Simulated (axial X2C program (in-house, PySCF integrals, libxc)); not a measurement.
MnH: the levels of the configuration d6 s0 p(π)0

Calculated with an axial X2C code built on PySCF integrals: two-component X2C with atomic mean-field Coulomb and Gaunt terms, basis Mn dyall-v3z, H dyall-v3z (cores contracted in-house). Orbitals come from Hartree–Fock averaged over the configuration Mn d6 s0 p(π)0; CI then distributes these electrons over the d, s, p(π) shells of Mn.

R = 1.685 Å (near the minimum of the configuration average).

Lowest levels of this model:

```csv
Ω,energy (cm⁻¹),g∥,μ (D),configuration
0,0,0.00,-4.88,100% d6
1,4,4.00,-4.88,100% d6
2,16,8.00,-4.88,100% d6
3,2420,9.97,-4.69,100% d6
2,2476,5.96,-4.69,100% d6
1,2537,1.97,-4.69,100% d6
0,2596,0.00,-4.69,100% d6
0,2610,0.00,-4.69,100% d6
1,2672,6.00,-4.69,100% d6
4,3117,12.01,-4.81,100% d6
3,3249,8.04,-4.80,100% d6
2,3369,4.05,-4.80,100% d6
1,3481,0.04,-4.80,100% d6
0,3585,0.00,-4.80,100% d6
0,3585,0.00,-4.80,100% d6
4,19124,8.39,-4.86,100% d6
5,19136,11.99,-4.86,100% d6
3,19149,4.44,-4.86,100% d6
2,19255,2.03,-4.87,100% d6
3,19260,5.61,-4.87,100% d6
4,19266,9.60,-4.88,100% d6
0,20098,0.00,-4.71,100% d6
0,20119,0.00,-4.71,100% d6
6,20184,14.00,-4.69,100% d6
0,20285,0.00,-4.84,100% d6
5,20297,10.02,-4.69,100% d6
4,20399,6.02,-4.69,100% d6
5,24009,12.00,-4.80,100% d6
```

g∥ is the magnitude of 2⟨Lz + ge Sz⟩ for the +Ω component. μ is positive if the H end is positive.

This point took 1.4 s on 1 thread of Intel(R) Xeon(R) Platinum 8259CL CPU @ 2.50GHz (Skylake/Cascade Lake), on a shared host.

There is no dynamic correlation: spin–orbit spacings and, for f shells, spacings inside one term are the most reliable numbers, splittings between terms come out too wide, and energies between configurations are not reliable, so the lowest level need not be the ground state of the molecule. For d shells the ligand-field splittings (σ, π, δ) and their order can be off by a thousand cm⁻¹ or more. At most 4 roots were kept for each Ω > 0 (twice that for Ω = 0) within 3.2 eV of the lowest, so higher up levels can be missing between those listed; levels with Ω > 0 are doubly degenerate and listed once, Ω = 0 levels singly. Some active spinors are only partly of the character that their shell is named for, so the shell names and counts are nominal. States that fill the shells left empty in the average are placed too high.
